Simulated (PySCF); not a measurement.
Name the molecule from its bond curve

A diatomic of charge 0 contains Sb. Its doublet curve at PBE0 in a triple-zeta basis (spin-free X2C with a Gaussian nucleus, PySCF), in eV from the separated fragments:

```json
{"R (Å)": "1.901", "E (eV)": "-1.780"}
{"R (Å)": "1.990", "E (eV)": "-2.768"}
{"R (Å)": "2.078", "E (eV)": "-3.303"}
{"R (Å)": "2.145", "E (eV)": "-3.488"}
{"R (Å)": "2.211", "E (eV)": "-3.534"}
{"R (Å)": "2.277", "E (eV)": "-3.476"}
{"R (Å)": "2.366", "E (eV)": "-3.285"}
{"R (Å)": "2.476", "E (eV)": "-2.953"}
{"R (Å)": "2.609", "E (eV)": "-2.532"}
{"R (Å)": "2.786", "E (eV)": "-1.997"}
```

The fit gives ωe = 514 cm⁻¹ and the rotational constant Bₑ = 0.1373 cm⁻¹.

**Question.** Which atom is the partner?

**Answer.** The minimum lies at 2.204 Å, so the reduced mass is 16.8576 u Å² cm⁻¹/(Bₑ·Re²) = 25.28 u. With Sb at 120.90 u the partner weighs about 32.0 u: S. The molecule is SbS.

Spin–orbit coupling is left out. The state was picked by a PBE0 search and need not be the measured ground state.
